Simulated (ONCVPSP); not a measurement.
# Sb (Z = 51), ONCV: configuration errors across variants

- Element: Sb
- Generator: ONCVPSP 4.0.1
- Type: optimised norm-conserving Vanderbilt (ONCV)
- Functional: PBE
- Relativity: non-relativistic
- Frozen core: [Ar] 3d10
- Valence charge: 23
- Reference configuration: 4s2 4p6 4d10 5s2 (charge +3)
- Partial waves: 4s+5s: rc 1.40 bohr, ncon 4, nbas 8, qcut 9.3 1/bohr, 2 projectors; 4p: rc 1.25 bohr, ncon 4, nbas 9, qcut 13.8 1/bohr, 3 projectors, debl 3.2 Ha; 4d: rc 1.30 bohr, ncon 4, nbas 8, qcut 11.4 1/bohr, 2 projectors, debl 2.9 Ha
- Local potential: polynomial inside 0.95 bohr (lpopt 4, dvloc0 0 Ha)
- Core correction: none

In the p channel the program set the typed energies aside and used -4.727, 0.250, 3.450 Ha.

All-electron excitation energies from the reference (eV): (1) 4s2 4p6 4d10 5s2 5p3 -48.656; (2) 4s2 4p6 4d10 5s2 5p2 -40.285; (3) 4s2 4p6 4d10 5s2 5p1 -24.322; (4) 4s2 4p6 4d9 5s2 5p3 -6.098.

3 further variants failed, have other tests or too few solved ones, and are left out.

A true bound ghost makes a file unfit for plane-wave use even where its test errors are small: the radial tests pick states by their node count and pass the ghost by.

Errors AE − PS in meV (a dash: test not solved or not reliable):

```tsv
change	(1)	(2)	(3)	(4)	bound ghosts	GHOST(+) flags above zero
base	+0.6	+0.3	+0.1	+7.6	none	s
s: qcut 6.1; p: qcut 9.1; d: qcut 7.5	+0.3	0.0	0.0	+30	d	none
s: qcut 7.3; p: qcut 10.8; d: qcut 8.9	+0.5	+0.2	0.0	+18	none	none
s: qcut 8.4; p: qcut 12.5; d: qcut 10.4	+0.6	+0.3	+0.1	+10	none	s
p: qcut 13.9; d: qcut 11.5	+0.6	+0.3	+0.1	+7.4	none	s
```

(1) Give the same row for: s: qcut 10.2; p: qcut 15.1; d: qcut 12.5.

Results:

(1) +0.6, +0.3, +0.1, +5.5; bound ghosts: none; GHOST(+) flags above zero: none.
